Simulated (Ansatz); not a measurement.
`[SiH3][GaH][Cl]` + H₂S → `[SiH3][GaH][SH]` + HCl at 700 K and 1 bar (ligand exchange at a Ga–Cl bond).

Calculated with Ansatz (gas phase, PBE0-D4/def2-TZVP geometries, no zero-point term in ΔE). CBS: MP2 limit from def2 TZ/QZ plus the TZ coupled-cluster correction, frozen cores. This one scheme is used for every species. For Ga outer-core shells are correlated without core-valence functions, which leaves a few kJ/mol of doubt a bond. Scalar relativity is left out up to krypton. Each species was taken in one conformer, which may not be the lowest.

```
          species  CCSD(T)/CBS energy (Eh)  H − E (kJ/mol)  S (J/(mol·K))
`[SiH3][GaH][Cl]`              -2675.24391           147.7          436.5
              H₂S               -398.97279            64.8          236.9
`[SiH3][GaH][SH]`              -2613.82650           176.8          452.3
              HCl               -460.38127            38.4          211.8
```

H − E and S are ideal-gas, rigid-rotor, harmonic terms from PBE0-D4/def2-TZVP, for one conformer and one mirror image of each species. 1 Eh = 2625.50 kJ/mol, R = 8.31446 J/(mol·K).

By hand: ΔE, ΔH, ΔS and ΔG.

ΔE = (-2613.82650) + (-460.38127) − (-2675.24391) − (-398.97279) = 0.00893 Eh = 23.4 kJ/mol. Δ(H − E) = 176.8 + 38.4 − 147.7 − 64.8 = 2.7, so ΔH = 26.1 kJ/mol. ΔS = 452.3 + 211.8 − 436.5 − 236.9 = -9.3 J/(mol·K). ΔG = 26.1 − 700 × (-9.3)/1000 = 32.6 kJ/mol.

By hand: the equilibrium constant, and the temperature at which ΔG would vanish if ΔH and ΔS stayed fixed.

log₁₀ K = −ΔG/(RT ln 10) = -2.4. ΔH and −TΔS have one sign here, so there is no such temperature.

The number of gas molecules stays the same, so ΔS is small and ΔH decides. A doubt of 5 kJ/mol in ΔE shifts log₁₀ K by 0.4 here. Other conformers and mirror images would add mixing entropy, several J/(mol·K) or more a flexible species. Modes under 60 cm⁻¹, often nearly free rotors, make the harmonic entropy too high. These are equilibria of isolated gas molecules and say nothing of rates. Largest T1 diagnostic: 0.014 (customary marks: 0.02 for closed shells, 0.045 for open ones).

ΔS is within the doubt of such terms, so its sign, and with it that verdict, could turn.
